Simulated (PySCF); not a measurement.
Species: sum formula H$_{7}$SiN$_{2}$O$_{2}$, net charge 1, singlet state. It need not be the lowest isomer of its formula. SMILES: O[Si](N)(N)[OH2+]
Geometry from a B3LYP-D3(BJ)/def2-TZVP (Ansatz) optimisation:
```
Si
O 1 1.6129
H 2 0.9614 1 124.35
N 1 1.6635 2 114.58 3 85.82
H 4 1.0080 1 124.25 2 -170.05
H 4 1.0084 5 112.79 1 -177.08
N 1 1.6661 2 124.10 3 -60.27
H 7 1.0086 1 121.95 2 116.68
H 7 1.0087 8 112.25 1 165.53
O 1 1.8541 2 89.26 3 -162.27
H 10 0.9697 1 122.12 2 -161.24
H 10 0.9720 11 111.68 1 -146.57
```
Charge +1, spin multiplicity 1.

Dispersion corrections to the total energy (kcal/mol) from the dftd3 and dftd4 libraries through PySCF: D3(BJ) without and D4 with the three-body term, each with the damping fitted for the functional named.

| functional | D3(BJ) | D4 |
|---|---|---|
| BHLYP | [?] | -6.02 |
| HSE06 | -3.57 | -3.97 |
| r2SCAN | -1.55 | -1.25 |
| B2PLYP | -4.38 | [?] |
| B3LYP | -9.39 | [?] |
| BLYP | -11.45 | -11.36 |
| TPSSh | -6.28 | -6.26 |

Complete the blanks.


- BHLYP, D3(BJ): -7.40
- B2PLYP, D4: -3.56
- B3LYP, D4: -8.22
